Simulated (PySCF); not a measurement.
Geometry:
```csv
atom,x (Å),y (Å),z (Å)
O1,2.504,-1.241,0.719
C2,2.143,-0.151,0.367
C3,0.888,0.152,-0.411
C4,-0.021,-1.071,-0.615
C5,-1.221,-0.828,0.301
C6,-1.399,0.687,0.253
C7,0.034,1.216,0.334
H8,2.751,0.758,0.624
H9,1.233,0.564,-1.376
H10,0.519,-2.001,-0.387
H11,-0.351,-1.124,-1.664
H12,-0.978,-1.141,1.331
H13,-2.119,-1.385,-0.004
H14,-2.046,1.084,1.050
H15,-1.852,0.976,-0.710
H16,0.344,1.276,1.392
H17,0.149,2.226,-0.085
```

Geometry: PBE0-D3(BJ)/def2-SVP; GIAO shifts from PySCF 2.14, gas phase, non-relativistic, averaged over equivalent atoms.

At PBE0/pcSseg-1 (169 basis functions, 21 s wall time on 1 thread of an Arm Neoverse V1, shared host):
```tsv
atoms	δ (ppm)
O1	659.9
C2	203.4
C3	52.5
C5/C6	29.6
C4/C7	26.1
H8	9.61
H9	2.46
H10/H16	1.94
H11/H17	1.52
H13/H15	1.44
H12/H14	1.39
```

Shifts are taken against calculated references (same method and geometry level): 17O (σ = 334.56 ppm) against H2O; 13C (σ = 184.41 ppm), 1H (σ = 31.27 ppm) against TMS.

Problem. Predict the values at CAM-B3LYP/pcSseg-1 on the same geometry.

Solution. 
```
  atoms  δ at CAM-B3LYP/pcSseg-1  change
     O1                    674.4   +14.5
     C2                    207.4    +4.0
     C3                     52.8    +0.3
  C5/C6                     29.5    -0.1
  C4/C7                     26.2    +0.1
     H8                     9.50   -0.11
     H9                     2.38   -0.08
H10/H16                     1.92   -0.02
H11/H17                     1.51   -0.01
H13/H15                     1.43   -0.01
H12/H14                     1.38   -0.01
```

Shifts are taken against calculated references (same method and geometry level): 17O (338.55 ppm) vs H2O; 13C (182.45 ppm) and 1H (31.33 ppm) against TMS.

The largest change is at O1 (aldehyde oxygen). Cost: 169 basis functions, 26 s wall time on 1 thread of an Arm Neoverse V1, shared host. The order of the carbon signals is the same at both levels.

Unscaled 17O shifts of doubly bonded oxygen tend to come out too high, by tens of ppm or more. Experimental scales use liquid or dissolved standards, which lie at an offset from isolated H2O (liquid H2O: subtract about 36 ppm).
